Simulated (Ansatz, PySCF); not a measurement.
C2H7NOSi2, SMILES N[Si@]1(O)C=C[SiH2]1. Atoms are numbered in the order given.

```xyz
13

N      1.5104     1.5132    -0.5010
Si     0.6750     0.1143     0.0290
O      1.8216    -0.6863     0.9492
C     -0.2292    -1.0374    -1.1791
C     -1.5372    -0.9361    -0.8222
Si    -1.5991     0.2937     0.6269
H      1.0419     2.3391    -0.8520
H      2.5086     1.5091    -0.6815
H      1.6388    -1.6194     1.1105
H      0.1122    -1.6756    -2.0071
H     -2.3409    -1.4845    -1.3323
H     -2.3777     1.5419     0.3442
H     -2.1301    -0.2687     1.9086
```
Charge 0, spin multiplicity 1.

The structure is a stationary point at B3LYP-D3(BJ)/def2-SVP. The structure was generated by enumeration; whether it is a known compound was not checked. Other conformers were not sampled.

Two levels are set side by side: PBE-D3(BJ)/def2-SVP (Ansatz, a quantum-chemistry and plane-wave program) and B3LYP-D3(BJ)/def2-SVP (Ansatz). Each level has its own optimised geometry; the coordinates shown are those of the second. Frequencies come from the Hessian of PySCF at each geometry. Differences are taken from unrounded values.

```
quantity                            B3LYP-D3(BJ)
----------------------------------  ------------
mean bond length (Å)                       1.468
bond N1–Si2 (Å)                            1.713
bond Si2–O3 (Å)                            1.674
bond Si2–C4 (Å)                            1.898
bond Si2–Si6 (Å)                           2.358
bond C4–C5 (Å)                             1.360
bond C5–Si6 (Å)                            1.902
bond N1–H7 (Å)                             1.012
bond N1–H8 (Å)                             1.014
bond O3–H9 (Å)                             0.964
bond C4–H10 (Å)                            1.100
bond C5–H11 (Å)                            1.099
bond Si6–H12 (Å)                           1.498
bond Si6–H13 (Å)                           1.497
highest harmonic wavenumber (cm⁻¹)          3873
mean harmonic wavenumber (cm⁻¹)             1187
zero-point energy (kcal/mol)               55.98
```

Task: What does PBE-D3(BJ) give, and how far is it from B3LYP-D3(BJ)? (The exact figures need the calculation; the answer reports its results.)

Result: 
```json
[
 {"quantity": "mean bond length (Å)", "PBE-D3(BJ)": "1.478", "PBE-D3(BJ) minus B3LYP-D3(BJ)": "0.009"},
 {"quantity": "bond N1–Si2 (Å)", "PBE-D3(BJ)": "1.726", "PBE-D3(BJ) minus B3LYP-D3(BJ)": "0.013"},
 {"quantity": "bond Si2–O3 (Å)", "PBE-D3(BJ)": "1.687", "PBE-D3(BJ) minus B3LYP-D3(BJ)": "0.013"},
 {"quantity": "bond Si2–C4 (Å)", "PBE-D3(BJ)": "1.906", "PBE-D3(BJ) minus B3LYP-D3(BJ)": "0.007"},
 {"quantity": "bond Si2–Si6 (Å)", "PBE-D3(BJ)": "2.364", "PBE-D3(BJ) minus B3LYP-D3(BJ)": "0.006"},
 {"quantity": "bond C4–C5 (Å)", "PBE-D3(BJ)": "1.368", "PBE-D3(BJ) minus B3LYP-D3(BJ)": "0.008"},
 {"quantity": "bond C5–Si6 (Å)", "PBE-D3(BJ)": "1.907", "PBE-D3(BJ) minus B3LYP-D3(BJ)": "0.005"},
 {"quantity": "bond N1–H7 (Å)", "PBE-D3(BJ)": "1.020", "PBE-D3(BJ) minus B3LYP-D3(BJ)": "0.008"},
 {"quantity": "bond N1–H8 (Å)", "PBE-D3(BJ)": "1.023", "PBE-D3(BJ) minus B3LYP-D3(BJ)": "0.008"},
 {"quantity": "bond O3–H9 (Å)", "PBE-D3(BJ)": "0.973", "PBE-D3(BJ) minus B3LYP-D3(BJ)": "0.009"},
 {"quantity": "bond C4–H10 (Å)", "PBE-D3(BJ)": "1.108", "PBE-D3(BJ) minus B3LYP-D3(BJ)": "0.009"},
 {"quantity": "bond C5–H11 (Å)", "PBE-D3(BJ)": "1.107", "PBE-D3(BJ) minus B3LYP-D3(BJ)": "0.009"},
 {"quantity": "bond Si6–H12 (Å)", "PBE-D3(BJ)": "1.512", "PBE-D3(BJ) minus B3LYP-D3(BJ)": "0.014"},
 {"quantity": "bond Si6–H13 (Å)", "PBE-D3(BJ)": "1.510", "PBE-D3(BJ) minus B3LYP-D3(BJ)": "0.013"},
 {"quantity": "highest harmonic wavenumber (cm⁻¹)", "PBE-D3(BJ)": "3760", "PBE-D3(BJ) minus B3LYP-D3(BJ)": "-113"},
 {"quantity": "mean harmonic wavenumber (cm⁻¹)", "PBE-D3(BJ)": "1157", "PBE-D3(BJ) minus B3LYP-D3(BJ)": "-30"},
 {"quantity": "zero-point energy (kcal/mol)", "PBE-D3(BJ)": "54.57", "PBE-D3(BJ) minus B3LYP-D3(BJ)": "-1.41"}
]
```

Exact exchange shortens and stiffens bonds; PBE has none. Differences between two approximate levels are no errors against the true value.
